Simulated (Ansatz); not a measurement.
Ligand exchange: CuBr + BH2I → CuI + BH2Br

Species: CuBr (copper(i) bromide), singlet; BH2I `BI`, singlet; CuI, singlet; BH2Br `BBr`, singlet. The partners trade Br for I: Cu–Br and B–I bonds give way to Cu–I and B–Br.

Shapes, held fixed at every level: PBE0-D4/def2-TZVP. Programs: Ansatz 0.2.0. The zero-point and thermal change to 298 K, harmonic and unscaled (PBE0-D4/def2-TZVP), is +1.0 kJ/mol.

Problem. Estimate ΔH(298 K) of this reaction.

Solution. wB97X-V/def2-TZVPP gives ΔH(298 K) = -33.9 kJ/mol; the levels span -44.9 to -33.9. The median of the levels is -35.1. No measured value is set beside it here. For atoms past krypton def2 sets carry core potentials with scalar relativity. Relativity is left out for Br unless named. Times are processor times on shared x86 and Arm servers, and rough.

```json
{"level": "HF/def2-SVP", "kind": "Hartree–Fock", "ΔH(298 K) (kJ/mol)": "-44.9", "CPU time (sum over the molecules)": "–"}
{"level": "HF/def2-TZVPP", "kind": "Hartree–Fock", "ΔH(298 K) (kJ/mol)": "-36.8", "CPU time (sum over the molecules)": "–"}
{"level": "SPW92/def2-TZVPP", "kind": "LDA", "ΔH(298 K) (kJ/mol)": "-35.9", "CPU time (sum over the molecules)": "5.4 s"}
{"level": "PBE-D4/def2-TZVPP", "kind": "GGA", "ΔH(298 K) (kJ/mol)": "-34.0", "CPU time (sum over the molecules)": "10 s"}
{"level": "r2SCAN-D4/def2-TZVPP", "kind": "meta-GGA", "ΔH(298 K) (kJ/mol)": "-34.2", "CPU time (sum over the molecules)": "21 s"}
{"level": "B3LYP-D4/def2-TZVPP", "kind": "global hybrid", "ΔH(298 K) (kJ/mol)": "-35.1", "CPU time (sum over the molecules)": "14 s"}
{"level": "PBE0-D4/def2-TZVPP", "kind": "global hybrid", "ΔH(298 K) (kJ/mol)": "-35.1", "CPU time (sum over the molecules)": "11 s"}
{"level": "wB97X-V/def2-TZVPP", "kind": "range-separated hybrid", "ΔH(298 K) (kJ/mol)": "-33.9", "CPU time (sum over the molecules)": "29 s"}
```
